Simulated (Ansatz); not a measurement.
C2H6AlFSi can be A, `F/C=[C](/[AlH2])[SiH3]`, or B, `C=[CH][Al]([F])[SiH3]`.

Isolated molecules relaxed with PBE0-D4/def2-TZVP in Ansatz; ΔE leaves out vibrations. CCSD(T)/CBS adds triple-zeta CCSD(T) − MP2 to the extrapolated MP2 energy (def2 sets, frozen cores). Functionals use def2-TZVPP. B3LYP here is the variant with VWN-RPA as its local correlation; programs differ in this. One conformer a species, not always the lowest.

Which is lower in electronic energy at CCSD(T)/CBS, and by how much? (Best estimate.)

Computed: B, by 249.6 kJ/mol.

Give E(B) − E(A) in kJ/mol with B2PLYP, B3LYP-D4, CCSD/def2-TZVPP, PBE0-D4, MP2/def2-TZVPP, r2SCAN-D4, B3LYP. (Estimate.)

Ansatz gave: B2PLYP -243.5, B3LYP-D4 -238.1, CCSD/def2-TZVPP -247.7, PBE0-D4 -238.2, MP2/def2-TZVPP -243.4, r2SCAN-D4 -236.8, B3LYP -242.8. None reverses the order clearly.

Largest T1 diagnostic: 0.013.

The D4 term adds +4.6 kJ/mol with B3LYP and +2.2 kJ/mol with PBE0; it sums over pairs of atoms, weighted by their polarisabilities, and B3LYP, whose exchange is more repulsive, gets the larger term. From PBE to PBE0 (25 % exact exchange), in def2-TZVPP and without D4, E(B) − E(A) moves by −3.3 kJ/mol.
